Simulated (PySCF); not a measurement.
C₃H₆F₂Si, SMILES C/C(F)=C/[SiH2]F.

Coordinates come from a PBE0-D3(BJ)/def2-SVP optimisation. The structure was generated by enumeration; whether it is a known compound was not checked. Other conformers were not sampled.

Vertical ionisation energy (IE) and electron affinity (EA) in eV. Rows of orbital energies are one-electron estimates. Where ΔSCF, EOM or ADC give a negative EA the extra electron is unbound and the value depends on the basis.

```
level                                          IE     EA
-------------------------------------------  ----  -----
−ε(HOMO), −ε(LUMO), ωB97X/def2-TZVP (PySCF)  9.98  -1.71
−ε(HOMO), −ε(LUMO), PBE/def2-TZVP (PySCF)     [?]    [?]
```

Task: Some entries are withheld; supply them. (Estimate from the structure and the level; the computed values follow.)

Result: 
- −ε(HOMO), −ε(LUMO), PBE/def2-TZVP (PySCF), IE: 6.44
- −ε(HOMO), −ε(LUMO), PBE/def2-TZVP (PySCF), EA: 1.41
